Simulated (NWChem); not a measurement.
System: C$_{3}$H$_{2}$FNS; SMILES s1cnc(c1)F

Here is an NWChem input.

```
start job
memory heap 200 mb stack 900 mb global 1100 mb
geometry units angstroms noautoz
  F     -0.253971     2.278463     0.000000
  C     -0.065476     0.975639     0.000000
  C     -1.079187     0.055855     0.000000
  S     -0.382801    -1.512622     0.000000
  C      1.184762    -0.792851     0.000000
  N      1.197480     0.506157     0.000000
  H     -2.152263     0.231071     0.000000
  H      2.083747    -1.413085     0.000000
end
basis spherical
  * library def2-svp
end
dft
  xc r2scan0
  iterations 150
  mulliken
end
task dft energy
```

Output (shortened):

```
             Northwest Computational Chemistry Package (NWChem) 7.3.0
             --------------------------------------------------------

 CS  symmetry detected

                             Geometry "geometry" -> ""
                             -------------------------

 Output coordinates in angstroms (scale by  1.889725989 to convert to a.u.)

  No.       Tag          Charge          X              Y              Z
 ---- ---------------- ---------- -------------- -------------- --------------
    1 F                    9.0000    -0.25275229     2.27704052     0.00000000
    2 C                    6.0000    -0.06653824     0.97388855     0.00000000
    3 C                    6.0000    -1.08185782     0.05588051     0.00000000
    4 S                   16.0000    -0.38821859    -1.51381314     0.00000000
    5 C                    6.0000     1.18060201    -0.79678735     0.00000000
    6 N                    7.0000     1.19559397     0.50219639     0.00000000
    7 H                    1.0000    -2.15462545     0.23297472     0.00000000
    8 H                    1.0000     2.07849988    -1.41859412     0.00000000

 Effective nuclear repulsion energy (a.u.)     275.6975398254

      Symmetry information
      --------------------

 Group name             Cs
 Group number              2
 Group order               2
 No. of unique centers     8

                                 NWChem DFT Module
                                 -----------------

 Summary of "ao basis" -> "ao basis" (spherical)
 ------------------------------------------------------------------------------
       Tag                 Description            Shells   Functions and Types
 ---------------- ------------------------------  ------  ---------------------
 F                          def2-svp                 6       14   3s2p1d
 C                          def2-svp                 6       14   3s2p1d
 S                          def2-svp                 8       18   4s3p1d
 N                          def2-svp                 6       14   3s2p1d
 H                          def2-svp                 3        5   2s1p

      Symmetry analysis of basis
      --------------------------

        a'         71
        a"         27

            General Information
            -------------------
          SCF calculation type: DFT
          Wavefunction type:  closed shell.
          No. of atoms     :     8
          No. of electrons :    52
           Alpha electrons :    26
            Beta electrons :    26
          Charge           :     0
          Spin multiplicity:     1
          Use of symmetry is: on ; symmetry adaption is: on
          Maximum number of iterations: 150
          AO basis - number of functions:    98
                     number of shells:    44
          Convergence on energy requested:  1.00D-06
          Convergence on density requested:  1.00D-05
          Convergence on gradient requested:  5.00D-04

              XC Information
              --------------
                     r^2SCAN0 Method XC Functional
                     Hartree-Fock (Exact) Exchange  0.250
               r^2SCAN metaGGA Exchange Functional  0.750
                     r^2SCAN Correlation Potential  1.000

             Grid Information
             ----------------
          Grid used for XC integration:  medium
          Radial quadrature: Mura-Knowles
          Angular quadrature: Lebedev.
          Tag              B.-S. Rad. Rad. Pts. Rad. Cut. Ang. Pts.
          ---              ---------- --------- --------- ---------
          F                   0.50       49          11.0       434
          C                   0.70       49          10.0       434
          S                   1.00       88           8.0       590
          N                   0.65       49          10.0       434
          H                   0.35       45          11.0       434
          Grid pruning is: on
          Number of quadrature shells:   423
          Spatial weights used:  Erf1

      Superposition of Atomic Density Guess
      -------------------------------------

 Sum of atomic energies:        -664.75700102

      Non-variational initial energy
      ------------------------------

 Total energy =    -668.036100
 1-e energy   =   -1463.034606
 2-e energy   =     519.300967
 HOMO         =      -0.228518
 LUMO         =       0.006590

      Symmetry analysis of molecular orbitals - initial
      -------------------------------------------------

  Numbering of irreducible representations:

     1 a'          2 a"

  Orbital symmetries:

     1 a'          2 a'          3 a'          4 a'          5 a'
     6 a'          7 a'          8 a'          9 a'         10 a"
    11 a'         12 a'         13 a'         14 a'         15 a'
    16 a'         17 a'         18 a"         19 a'         20 a'
    21 a"         22 a'         23 a'         24 a"         25 a'
    26 a"         27 a"         28 a'         29 a"         30 a'
    31 a'         32 a'         33 a'         34 a'         35 a'
    36 a'

     ---------------------------------------------
      Total Density - Mulliken Population Analysis
     ---------------------------------------------

    Atom       Charge   Shell Charges
 -----------   ------   -------------------------------------------------------
    1 F    9     9.35   1.99  1.14  0.76  3.43  2.03  0.01
    2 C    6     5.33   1.99  0.90  0.15  1.64  0.56  0.10
    3 C    6     6.33   1.99  0.97  0.32  2.00  1.02  0.03
    4 S   16    15.86   2.00  1.99  1.19  0.64  5.94  1.70  2.31  0.09
    5 C    6     5.78   1.99  0.95  0.26  1.74  0.79  0.06
    6 N    7     7.56   1.99  1.08  0.52  2.46  1.48  0.03
    7 H    1     0.90   0.66  0.21  0.03
    8 H    1     0.90   0.67  0.21  0.02

   convergence    iter        energy       DeltaE   RMS-Dens  Diis-err
 ---------------- ----- ----------------- --------- --------- ---------
 d= 0,ls=0.0,diis     1   -667.6642199188 -9.43D+02  1.15D-02  7.26D-01
 d= 0,ls=0.0,diis     2   -667.6589332491  5.29D-03  6.42D-03  9.09D-01
 d= 0,ls=0.0,diis     3   -667.7500873485 -9.12D-02  1.64D-03  3.53D-02
 d= 0,ls=0.0,diis     4   -667.7526830383 -2.60D-03  8.59D-04  9.71D-03
 d= 0,ls=0.0,diis     5   -667.7538059403 -1.12D-03  2.38D-04  6.96D-04
  Resetting Diis
 d= 0,ls=0.0,diis     6   -667.7538912226 -8.53D-05  5.90D-05  2.44D-05
 d= 0,ls=0.0,diis     7   -667.7538935277 -2.31D-06  5.86D-05  7.89D-06
 d= 0,ls=0.0,diis     8   -667.7538910293  2.50D-06  3.93D-05  2.51D-05
 d= 0,ls=0.0,diis     9   -667.7538946411 -3.61D-06  2.41D-06  7.10D-08
 d= 0,ls=0.0,diis    10   -667.7538946498 -8.75D-09  9.25D-07  7.06D-09

         Total DFT energy =     -667.753894649829
      One electron energy =    -1464.915208302207
           Coulomb energy =      581.318451675480
    Exchange-Corr. energy =      -59.854677848484
 Nuclear repulsion energy =      275.697539825382

 Numeric. integr. density =       52.000005756486

                  Occupations of the irreducible representations
                  ----------------------------------------------

                     irrep           alpha         beta
                     --------     --------     --------
                     a'               21.0         21.0
                     a"                5.0          5.0

                       DFT Final Molecular Orbital Analysis
                       ------------------------------------

 Vector   24  Occ=2.000000D+00  E=-3.260840D-01  Symmetry=a"
              MO Center=  7.7D-02, -5.2D-01,  2.2D-15, r^2= 2.8D+00
   Bfn.  Coefficient  Atom+Function         Bfn.  Coefficient  Atom+Function
  ----- ------------  ---------------      ----- ------------  ---------------
    55      0.438451  4 S  pz                80      0.353753  6 N  pz
    52      0.326751  4 S  pz                83     -0.260310  6 N  pz
    34      0.218477  3 C  pz                49      0.182970  4 S  pz
    37      0.172232  3 C  pz                66     -0.143428  5 C  pz
    69     -0.096165  5 C  pz                20     -0.070843  2 C  pz

 Vector   25  Occ=2.000000D+00  E=-3.226225D-01  Symmetry=a'
              MO Center=  9.8D-01,  1.6D-01, -1.8D-16, r^2= 2.4D+00
   Bfn.  Coefficient  Atom+Function         Bfn.  Coefficient  Atom+Function
  ----- ------------  ---------------      ----- ------------  ---------------
    78      0.413812  6 N  px                81     -0.296101  6 N  px
    79      0.270059  6 N  py                53     -0.229240  4 S  px
    77     -0.212752  6 N  s                 76     -0.199648  6 N  s
    54     -0.186480  4 S  py                82     -0.186919  6 N  py
    50     -0.173062  4 S  px                18      0.151663  2 C  px

 Vector   26  Occ=2.000000D+00  E=-2.745512D-01  Symmetry=a"
              MO Center= -1.7D-01,  2.9D-02, -9.9D-16, r^2= 2.8D+00
   Bfn.  Coefficient  Atom+Function         Bfn.  Coefficient  Atom+Function
  ----- ------------  ---------------      ----- ------------  ---------------
    34      0.351135  3 C  pz                20      0.334987  2 C  pz
    37      0.291780  3 C  pz                66     -0.286320  5 C  pz
    55     -0.265206  4 S  pz                69     -0.232977  5 C  pz
     6      0.223917  1 F  pz                 9     -0.178702  1 F  pz
    23      0.178863  2 C  pz                52     -0.178880  4 S  pz

[...]
```

Level: r2SCAN0/def2-SVP. All runs use the structure optimised with PBE0/def2-SVP.
